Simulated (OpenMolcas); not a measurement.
**Os5+: effect of the basis set**

* Program: OpenMolcas 26.06
* Method: CASSCF
* Active space: 3 electrons in 5 orbitals (5d)
* State averaging: 2S+1 = 4 even, 10 roots; 2S+1 = 2 even, 40 roots
* Spin-orbit coupling: RASSI with atomic mean-field integrals over the reference wave functions, term energies averaged over their components

A. ANO-R1 [7s5p4d2f], X2C, finite nucleus; cost roughly 15 core-seconds
B. ANO-RCC-VDZP [7s6p4d2f1g], DKH2, point nucleus; cost roughly 11 core-seconds
C. ANO-R2 [8s6p5d3f1g], X2C, finite nucleus; cost about 13 core-seconds
D. ANO-RCC-VTZP [8s7p5d3f2g1h], DKH2, point nucleus; cost of the order of 15 core-seconds
E. ANO-R3 [10s7p6d4f3g2h], X2C, finite nucleus; cost roughly 20 core-seconds
F. ANO-RCC-VQZP [9s8p6d4f3g2h], DKH2, point nucleus; cost of the order of 19 core-seconds

Energies in eV above 5d³ ⁴F_3/2, the measured ground level; measured values from the list in Brasseur, Palmeri and Quinet, Atoms 13, 11 (2025).

```tsv
Level	A	B	C	D	E	F	Measured
5d³ ⁴F_3/2	0.0000	0.0000	0.0000	0.0000	0.0000	0.0000	0.0000
5d³ ⁴F_5/2	0.8157	0.8648	0.7535	0.7575	0.7322	0.7301	0.7932
5d³ ⁴F_7/2	1.5066	1.5764	1.4115	1.4151	1.3792	1.3745	1.4189
5d³ ⁴F_9/2 [59 %]	1.9889	2.0520	1.8922	1.8918	1.8613	1.8541	1.8199
5d³ ⁴P_1/2 [73 %]	2.4630	2.4914	2.4056	2.3970	2.3994	2.3920	2.0795
5d³ ²G_7/2	3.1991	3.2637	3.0929	3.0842	3.0716	3.0598	2.8417
5d³ ²H_9/2 [58 %]	3.3032	3.3760	3.1885	3.1806	3.1629	3.1509	2.9791
5d³ ⁴P_5/2	3.4769	3.5473	3.3607	3.3541	3.3345	3.3241	3.0783
5d³ ²P_1/2 [73 %]	4.1863	4.2660	4.0529	4.0427	4.0266	4.0127	3.5782
5d³ ²H_11/2	4.4418	4.5212	4.3059	4.2942	4.2818	4.2669	3.9868
5d³ ²D_5/2(1)	4.8819	4.9680	4.7338	4.7211	4.7067	4.6904	4.2673
5d³ ²G_9/2 [57 %]	5.0639	5.1971	4.8629	4.8572	4.8171	4.8008	4.5898
5d³ ²P_3/2 [58 %]	5.6914	5.8204	5.4871	5.4778	5.4436	5.4253	4.9845
5d³ ²F_5/2	5.7342	5.7726	5.6319	5.6075	5.6270	5.6084	4.9099
5d³ ²F_7/2	5.8187	5.8773	5.6940	5.6726	5.6816	5.6631	5.0148
5d³ ²D_3/2(2)	8.5829	8.6326	8.4417	8.4043	8.4408	8.4131	
5d³ ²D_5/2(2)	8.6637	8.7362	8.4971	8.4624	8.4875	8.4593	7.5637
```

Deviations, from unrounded energies. A percentage is the sum of absolute deviations over the sum of measured energies, with the sign that they share, or ± where signs differ.

```tsv
Against measurement	Levels	A	B	C	D	E	F
mean absolute deviation (cm-1)	15	3900	4500	3000	2900	2900	2800
fine structure of the ground term (%)	3	+6.9	+11.4	±3.0	±2.8	±3.5	±3.5
other terms of the ground configuration (%)	12	+14.1	+16.0	+10.9	+10.6	+10.4	+10.0
```

E, F lie about equally close to measurement and B furthest from it. The largest miss of F in the table is 5d³ ²D_5/2(2), by +7200 cm-1. The ranking rests on the paired levels alone, and a cruder setting can come out closer through cancelling errors.

Among A to F the level of the table that moves most is 5d³ ²G_9/2 [57 %], by 3200 cm-1 (lowest in F, highest in B).

Without dynamic correlation excited terms often stand tens of per cent too high (terms of higher spin than the ground term too low), and those without a measured partner can miss by more than the paired ones. The basis is small and was not contracted for so high a charge (holds for A; B). Computed and measured levels are paired by configuration, term and J; levels that our copy of the source lacks, or whose pairing is in doubt (as where it misses far off the trend of its configuration), stay unpaired and out of the deviations. Levels of configurations outside the active space are missing. Levels that lie high or do not pair safely by name in every column are left out.

A share in square brackets marks a mixed level and gives the weight of the term that names it, the lowest over the columns. A number in round brackets counts repeated terms of one configuration in the order of the reference energies.
